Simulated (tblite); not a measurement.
Compound: C₆H₅N₂O (doublet state).
Atom-mapped SMILES: `[N:1]#[C:2]/[CH:3]=[C:4](\[CH:5][OH:6])[CH2:7][C:8]#[N:9]` (hydrogens: H10 on C3; H11 on C5; H12 on O6; H13, H14 on C7)

Geometry (GFN2-xTB, Å), atoms numbered from 1 in this order:
```
atom  x, y, z in Å
N1     3.3392   -1.2050    0.2740
C2     2.2157   -1.1706    0.0092
C3     0.8744   -1.1264   -0.3225
C4     0.0864    0.0176   -0.1689
C5     0.5958    1.1775    0.3595
O6    -0.1637    2.2836    0.5034
C7    -1.3670   -0.0398   -0.5836
C8    -2.0817   -0.9801    0.2452
N9    -2.6302   -1.7322    0.9075
H10    0.4372   -2.0323   -0.7157
H11    1.6325    1.2193    0.6662
H12    0.3392    3.0014    0.9022
H13   -1.4558   -0.3601   -1.6263
H14   -1.8226    0.9466   -0.4723
```

Computed geometry: GFN2-xTB, gas phase. This method treats the open shell by occupation alone, without spin polarisation.

Take the most abundant isotopes and a rigid rotor. The values belong to one conformer with, in the numbering `[N:1]#[C:2]/[CH:3]=[C:4](\[CH:5][OH:6])[CH2:7][C:8]#[N:9]`, C3–C4–C5–O6 180°, C4–C5–O6–H 179°, C3–C4–C7–C8 64°.

What are A, B and C (MHz)?

Ia = 241.05, Ib = 434.38, Ic = 624.14 u·Å²; 505379 MHz·u·Å²/I gives A = 2097, B = 1163, C = 809.7 MHz.

Classify the top.

An asymmetric top: κ = (2 × 1163 − 2097 − 809.7)/(2097 − 809.7) = -0.45.

Is it planar, by Δ = Ic − Ia − Ib?

Not planar: Δ = Ic − Ia − Ib = -51.30 u·Å². For a rigid frame Δ = −2 Σ m c², so Σ m c² = 25.65 u·Å² lies off the ab plane: 5.24 from hydrogen and 20.41 from heavier atoms. The atom farthest from that plane is 1.83 Å away.

Give the other two planar moments, Paa and Pbb, and the rms extents of the mass along the axes.

Paa = Σ m a² = (Ib + Ic − Ia)/2 = 408.74 and Pbb = Σ m b² = (Ia + Ic − Ib)/2 = 215.41 u·Å². With the mass M = 121.04 u, the rms extents √(P/M) along a, b and c are 1.84, 1.33, 0.46 Å.

List the rotational levels J(Ka,Kc) to J = 3 (MHz).

Above 0(0,0):
J = 1: 1(0,1) 1973, 1(1,1) 2906, 1(1,0) 3260
J = 2: 2(0,2) 5836, 2(1,2) 6499, 2(1,1) 7560, 2(2,1) 10359, 2(2,0) 10442
J = 3: 3(0,3) 11450, 3(1,3) 11841, 3(1,2) 13950, 3(2,2) 16279, 3(2,1) 16667, 3(3,1) 21875, 3(3,0) 21888
The levels of one J sum to (2J + 1)J(J + 1)(A + B + C)/3.

For this open shell read J as N, the rotation without spin; fine and hyperfine splittings come on top. Its GFN2-xTB frequencies are all real (lowest 16 cm⁻¹). These are rigid-rotor constants of the computed structure; measured ground-state constants (B0) also hold zero-point vibration.
